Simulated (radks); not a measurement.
Coulomb parameter of the 4d shell of the molybdenum ion Mo3+ in the model configuration [Kr] 4d1.5 5p1.5, as a second difference U = [E(n + 0.5) + E(n - 0.5) - 2 E(n)] / (0.5)^2 with all orbitals relaxed. "Bare": the charge of the atom changes with n. "Screened": the 5p shell takes up the change at fixed total charge, which measures U(4d,4d) + U(5p,5p) - 2 U(4d,5p). Calculated with a radial shooting solver on a logarithmic mesh with Libxc functionals: scalar-relativistic Kohn-Sham, PBE, spin-unpolarised, spherical densities, point nucleus.

[
 {"case": "start", "configuration": "[Kr] 4d1.5 5p1.5", "E - E(n) (eV)": "0.000"},
 {"case": "bare +0.5", "configuration": "[Kr] 4d2 5p1.5", "E - E(n) (eV)": "-18.054"},
 {"case": "bare -0.5", "configuration": "[Kr] 4d1 5p1.5", "E - E(n) (eV)": "21.354"},
 {"case": "screened +0.5", "configuration": "[Kr] 4d2 5p1", "E - E(n) (eV)": "-7.540"},
 {"case": "screened -0.5", "configuration": "[Kr] 4d1 5p2", "E - E(n) (eV)": "8.136"}
]

U(bare) = 13.201 eV, U(screened by 5p) = 2.383 eV, against the Slater integral F0(4d,4d) = 16.154 eV with frozen orbitals.
